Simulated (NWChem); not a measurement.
Program: NWChem. System: Sb, charge 0, spin multiplicity 4. Its SCF solution wasn't tested for a lower state. Level: ROCCSD(T)/def2-TZVP with def2 effective core potentials on Sb, 4 core orbitals frozen.

Input file:

```
start mol
memory heap 100 mb stack 700 mb global 1900 mb
geometry units angstroms nocenter noautoz
  Sb     0.000000     0.000000     0.000000
  symmetry group D2h
end
basis spherical
  * library def2-tzvp
end
ecp
  Sb library def2-ecp
end
scf
  rohf
  nopen 3
  maxiter 100
  thresh 1e-7
  semidirect memsize 60000000 filesize 0
  # guess.movecs holds the orbitals of an unrestricted PBE0 run
  vectors input guess.movecs output mol.movecs
end
tce
  freeze core 4
  ccsd(t)
  2eorb
  2emet 13
  thresh 1e-6
  maxiter 100
  tilesize 24
end
task tce energy
```

Output (cleaned and shortened):

```
             Northwest Computational Chemistry Package (NWChem) 7.3.0
             --------------------------------------------------------

                                NWChem Input Module
                                -------------------

 Scaling coordinates for geometry "geometry" by  1.889725989
 (inverse scale =  0.529177249)

                             Geometry "geometry" -> ""
                             -------------------------

 Output coordinates in angstroms (scale by  1.889725989 to convert to a.u.)

  No.       Tag          Charge          X              Y              Z
 ---- ---------------- ---------- -------------- -------------- --------------
    1 Sb                  51.0000     0.00000000     0.00000000     0.00000000

 Effective nuclear repulsion energy (a.u.)       0.0000000000

            Nuclear Dipole moment (a.u.)
            ----------------------------
        X                 Y               Z
 ---------------- ---------------- ----------------
     0.0000000000     0.0000000000     0.0000000000

      Symmetry information
      --------------------

 Group name             D2h
 Group number             26
 Group order               8
 No. of unique centers     1

      Symmetry unique atoms

     1


 Summary of "ao basis" -> "" (spherical)
 ------------------------------------------------------------------------------
       Tag                 Description            Shells   Functions and Types
 ---------------- ------------------------------  ------  ---------------------
 *                         def2-tzvp                  on all atoms

 Summary of "ao basis" -> "ao basis" (spherical)
 ------------------------------------------------------------------------------
       Tag                 Description            Shells   Functions and Types
 ---------------- ------------------------------  ------  ---------------------
 Sb                        def2-tzvp                16       50   6s5p3d2f

                                 NWChem SCF Module
                                 -----------------

  ao basis        = "ao basis"
  functions       =    50
  atoms           =     1
  closed shells   =    10
  open shells     =     3
  charge          =   0.00
  wavefunction    = ROHF
  use symmetry    = T
  symmetry adapt  = T

 Summary of "ao basis" -> "ao basis" (spherical)
 ------------------------------------------------------------------------------
       Tag                 Description            Shells   Functions and Types
 ---------------- ------------------------------  ------  ---------------------
 Sb                        def2-tzvp                16       50   6s5p3d2f

      Symmetry analysis of basis
      --------------------------

        ag         12
        au          2
        b1g         3
        b1u         9
        b2g         3
        b2u         9
        b3g         3
        b3u         9

 Forming initial guess at       0.1s

      Symmetry analysis of molecular orbitals - initial
      -------------------------------------------------

  Numbering of irreducible representations:

     1 ag          2 au          3 b1g         4 b1u         5 b2g
     6 b2u         7 b3g         8 b3u

  Orbital symmetries:

     1 ag          2 b3u         3 b2u         4 b1u         5 b2g
     6 b3g         7 ag          8 ag          9 b1g        10 ag
    11 b3u        12 b2u        13 b1u        14 b2u        15 b3u
    16 b1u        17 b2g        18 b3g        19 b1g        20 ag
    21 ag         22 ag         23 b1u

 Starting SCF solution at       0.1s

 ----------------------------------------------
         Quadratically convergent ROHF

 Convergence threshold     :          1.000E-07
 Maximum no. of iterations :          100
 Final Fock-matrix accuracy:          1.000E-09
 ----------------------------------------------

              iter       energy          gnorm     gmax       time
             ----- ------------------- --------- --------- --------
                 1     -239.2683766539  4.27D-01  1.32D-01      0.4
                 2     -239.2748768465  1.24D-01  5.63D-02      0.4
                 3     -239.2754224935  7.21D-04  3.51D-04      0.4
                 4     -239.2754225996  1.89D-07  8.44D-08      0.5
                 5     -239.2754225996  6.70D-09  4.25D-09      0.5

       Final ROHF results
       ------------------

         Total SCF energy =   -239.275422599568
      One-electron energy =   -419.623683353459
      Two-electron energy =    180.348260753891
 Nuclear repulsion energy =      0.000000000000

        Time for solution =      0.4s

       Symmetry analysis of molecular orbitals - final
       -----------------------------------------------

  Numbering of irreducible representations:

     1 ag          2 au          3 b1g         4 b1u         5 b2g
     6 b2u         7 b3g         8 b3u

  Orbital symmetries:

     1 ag          2 b1u         3 b2u         4 b3u         5 b3g
     6 b2g         7 ag          8 b1g         9 ag         10 ag
    11 b1u        12 b3u        13 b2u        14 b3u        15 b2u
    16 b1u        17 b3g        18 ag         19 b2g        20 b1g
    21 ag         22 ag         23 b2u

             Final eigenvalues
             -----------------

              1
    1   -6.5188
    2   -4.5860
    3   -4.5860
    4   -4.5860
    5   -1.6136
    6   -1.6136
    7   -1.6136
    8   -1.6136
    9   -1.6136
   10   -0.6193
   11   -0.1423
   12   -0.1423
   13   -0.1423
   14    0.2104
   15    0.2104
   16    0.2104
   17    0.3284
   18    0.3284
   19    0.3284
   20    0.3284
   21    0.3284
   22    0.3606
   23    0.9850

                       ROHF Final Molecular Orbital Analysis
                       -------------------------------------

 Vector   11  Occ=1.000000D+00  E=-1.423156D-01  Symmetry=b1u
              MO Center=  1.0D-19,  1.3D-19, -7.9D-20, r^2= 2.7D+00
   Bfn.  Coefficient  Atom+Function         Bfn.  Coefficient  Atom+Function
  ----- ------------  ---------------      ----- ------------  ---------------
    18      0.576233  1 Sb pz                12     -0.394175  1 Sb pz
    15      0.341128  1 Sb pz                21      0.251983  1 Sb pz

 Vector   12  Occ=1.000000D+00  E=-1.423156D-01  Symmetry=b3u
              MO Center= -2.8D-21, -2.7D-32, -4.2D-36, r^2= 2.7D+00
   Bfn.  Coefficient  Atom+Function         Bfn.  Coefficient  Atom+Function
  ----- ------------  ---------------      ----- ------------  ---------------
    16      0.576233  1 Sb px                10     -0.394175  1 Sb px
    13      0.341128  1 Sb px                19      0.251983  1 Sb px

 Vector   13  Occ=1.000000D+00  E=-1.423156D-01  Symmetry=b2u
              MO Center=  1.7D-33,  3.7D-19,  9.9D-33, r^2= 2.7D+00
   Bfn.  Coefficient  Atom+Function         Bfn.  Coefficient  Atom+Function
  ----- ------------  ---------------      ----- ------------  ---------------
    17      0.576233  1 Sb py                11     -0.394175  1 Sb py
    14      0.341128  1 Sb py                20      0.251983  1 Sb py

 Vector   14  Occ=0.000000D+00  E= 2.104262D-01  Symmetry=b3u
              MO Center= -1.3D-22,  7.9D-30,  3.5D-37, r^2= 8.8D+00
   Bfn.  Coefficient  Atom+Function         Bfn.  Coefficient  Atom+Function
  ----- ------------  ---------------      ----- ------------  ---------------
    19      1.655610  1 Sb px                16     -1.465381  1 Sb px
    10      0.184972  1 Sb px

 Vector   15  Occ=0.000000D+00  E= 2.104262D-01  Symmetry=b2u
              MO Center= -3.0D-29, -2.6D-21,  7.8D-34, r^2= 8.8D+00
   Bfn.  Coefficient  Atom+Function         Bfn.  Coefficient  Atom+Function
  ----- ------------  ---------------      ----- ------------  ---------------
    20      1.655610  1 Sb py                17     -1.465381  1 Sb py
    11      0.184972  1 Sb py

 Vector   16  Occ=0.000000D+00  E= 2.104262D-01  Symmetry=b1u
              MO Center=  2.2D-20,  2.8D-20,  3.1D-20, r^2= 8.8D+00
   Bfn.  Coefficient  Atom+Function         Bfn.  Coefficient  Atom+Function
  ----- ------------  ---------------      ----- ------------  ---------------
    21      1.655610  1 Sb pz                18     -1.465381  1 Sb pz
    12      0.184972  1 Sb pz

 center of mass
 --------------
 x =   0.00000000 y =   0.00000000 z =   0.00000000

 moments of inertia (a.u.)
 ------------------
           0.000000000000           0.000000000000           0.000000000000
           0.000000000000           0.000000000000           0.000000000000
           0.000000000000           0.000000000000           0.000000000000

  Mulliken analysis of the total density
  --------------------------------------

    Atom       Charge   Shell Charges
 -----------   ------   -------------------------------------------------------
    1 Sb  23    23.00   0.16 -0.66  1.57  0.93  1.10  0.90 -0.46  6.43  0.78  1.65  0.61  9.04  0.94  0.02  0.00  0.00

 Mulliken analysis of the open-shell density
 -------------------------------------------

    Atom       Charge   Shell Charges
 -----------   ------   -------------------------------------------------------
    1 Sb  23     3.00   0.00 -0.00  0.00 -0.00  0.00  0.00 -0.02  0.03  0.73  1.65  0.61  0.00  0.00  0.00  0.00  0.00

       Multipole analysis of the density wrt the origin
       ------------------------------------------------

     L   x y z        total         open         nuclear
     -   - - -        -----         ----         -------
     0   0 0 0     -0.000000     -3.000000     23.000000

     1   1 0 0     -0.000000     -0.000000      0.000000
     1   0 1 0     -0.000000     -0.000000      0.000000
     1   0 0 1     -0.000000      0.000000      0.000000

     2   2 0 0    -19.770867     -9.518943      0.000000
     2   1 1 0      0.000000      0.000000      0.000000
     2   1 0 1     -0.000000     -0.000000      0.000000
     2   0 2 0    -19.770867     -9.518943      0.000000
     2   0 1 1      0.000000      0.000000      0.000000
     2   0 0 2    -19.770867     -9.518943      0.000000

                   NWChem Extensible Many-Electron Theory Module
                   ---------------------------------------------


            General Information
            -------------------
      Number of processors :     1
         Wavefunction type : Restricted open-shell Hartree-Fock
          No. of electrons :    23
           Alpha electrons :    13
            Beta electrons :    10
           No. of orbitals :   100
            Alpha orbitals :    50
             Beta orbitals :    50
        Alpha frozen cores :     4
         Beta frozen cores :     4
     Alpha frozen virtuals :     0
      Beta frozen virtuals :     0
         Spin multiplicity : quartet
    Number of AO functions :    50
       Number of AO shells :    16
        Use of symmetry is : on
      Symmetry adaption is : on
         Schwarz screening : 0.10D-09

          Correlation Information
          -----------------------
          Calculation type : Coupled-cluster singles & doubles w/ perturbation
   Perturbative correction : (T)
            Max iterations :      100
        Residual threshold : 0.10D-05
     T(0) DIIS level shift : 0.00D+00
     L(0) DIIS level shift : 0.00D+00
     T(1) DIIS level shift : 0.00D+00
     L(1) DIIS level shift : 0.00D+00
     T(R) DIIS level shift : 0.00D+00
     T(I) DIIS level shift : 0.00D+00
   CC-T/L Amplitude update :  5-th order DIIS
                I/O scheme : Global Array Library
        L-threshold :  0.10D-05
        EOM-threshold :  0.10D-05
 no EOMCCSD initial starts read in
 TCE RESTART OPTIONS
 SLICE:      F
 D4D5:       F
 quantumc:   F
 qrotation:  F
 pwtce:      F
 qducc:      F
 nacto:                         0
 nrotv:                         0
 nrot:                          0

            Memory Information
            ------------------
          Available GA space size is     249031800 doubles
          Available MA space size is     104842180 doubles

 Maximum block size supplied by input
 Maximum block size        24 doubles

 tile_dim =      8

 -------------------------------------------------

 Global array virtual files algorithm will be used

 Parallel file system coherency ......... OK

 4-electron integrals stored in orbital form

 v2    file size   =           117418
 4-index algorithm nr.  13 is used
 imaxsize =       30
 imaxsize ichop =        0


CCSD iterations
 ---------------------------------------------------------
 Iter          Residuum       Correlation     Cpu    Wall
 ---------------------------------------------------------
    1   0.1390458723974  -0.2989056853180     2.6     2.6
    2   0.0235283679882  -0.2752342736283     2.8     2.8
    3   0.0056062397547  -0.2814789839291     2.8     2.8
    4   0.0011634249184  -0.2805791404765     2.8     2.8
    5   0.0003675716212  -0.2808525666647     2.8     2.8
    6   0.0001204483162  -0.2808280847940     3.0     3.0
    7   0.0000364157092  -0.2808287454681     2.8     2.8
    8   0.0000151216787  -0.2808272143859     2.8     2.8
    9   0.0000056112827  -0.2808276531858     2.8     2.8
   10   0.0000025654854  -0.2808275953662     2.7     2.7
   11   0.0000003681860  -0.2808276899955     2.7     2.7
 -----------------------------------------------------------------
 Iterations converged
 CCSD correlation energy / hartree =        -0.280827689995519
 CCSD total energy / hartree       =      -239.556250289563593

 Singles contributions

 Doubles contributions
 CCSD(T)
 Using plain CCSD(T) code
             total no. of tasks        12060
 total no. of tasks / no. procs        12060
                         wl_min            2           1.1
                         wl_max        13824           4.9
        thresh for no. of tasks        12060

 CCSD[T]  correction energy / hartree =        -0.006785779148380
 CCSD[T] correlation energy / hartree =        -0.287613469143898
 CCSD[T] total energy / hartree       =      -239.563036068711966
 CCSD(T)  correction energy / hartree =        -0.006433108923480
 CCSD(T) correlation energy / hartree =        -0.287260798918998
 CCSD(T) total energy / hartree       =      -239.562683398487081

 Task  times  cpu:       39.5s     wall:       39.5s

 Total times  cpu:       39.6s     wall:       39.6s
```
